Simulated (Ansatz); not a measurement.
mer-FeBr3(NH3)3 (FeBr₃N₃H₉), relaxed as a doublet with UKS r2SCAN-D4/def2-SVP in Ansatz, starting from the GFN2-xTB geometry. Force threshold 0.03 eV/Å.

At r2SCAN-D4/def2-SVP a sextet of charge 0 lies 0.48 eV below the doublet, each at its own geometry.

Start:

```xyz
16

Fe    0.2998   -0.1873   -0.3358
Br    1.4146   -1.0818    1.5002
Br   -1.1144    0.8960   -1.8354
Br    1.7202   -1.0753   -1.9391
N    -1.0884    0.6774    1.2021
H    -2.0476    0.3983    1.0166
H    -1.0710    1.6925    1.1667
H    -0.8435    0.3864    2.1454
N     1.5502    1.5641   -0.2343
H     1.1095    2.3904   -0.6343
H     2.3821    1.3698   -0.7925
H     1.8677    1.7835    0.7075
N    -0.9076   -1.9652   -0.4594
H    -1.7876   -1.8100   -0.9481
H    -1.1040   -2.3905    0.4442
H    -0.3801   -2.6484   -1.0037
```

Q: Estimate the energy that the relaxation releases and the steps that it takes.

A: 39.3 kJ/mol, in 7 steps; 2.1 min on 4 threads of Intel Xeon 6975P-C on a shared host. No frequencies were taken in this run, so the end may be a saddle point.

Q: Does the start keep its bonding and symmetry?

A: By distances, no bond broke or formed. The bond that changes most is Fe1–N5, from 2.25 to 2.05 Å (atoms count from 1).

Q: Predict the relaxed structure.

A: 
```xyz
16

Fe    0.261   -0.147   -0.282
Br    1.456   -1.051    1.645
Br   -1.193    1.004   -1.862
Br    1.731   -1.073   -1.925
N    -1.049    0.597    1.105
H    -2.016    0.352    0.881
H    -1.027    1.619    1.128
H    -0.802    0.239    2.034
N     1.455    1.454   -0.228
H     1.029    2.278   -0.662
H     2.268    1.196   -0.796
H     1.798    1.684    0.708
N    -0.851   -1.801   -0.396
H    -1.757   -1.640   -0.846
H    -0.981   -2.279    0.499
H    -0.321   -2.435   -1.003
```
Bond lengths: 3 × Br–Fe 2.39 to 2.44 Å; 3 × Fe–N 2.00 to 2.05 Å; 9 × H–N 1.02 to 1.03 Å.
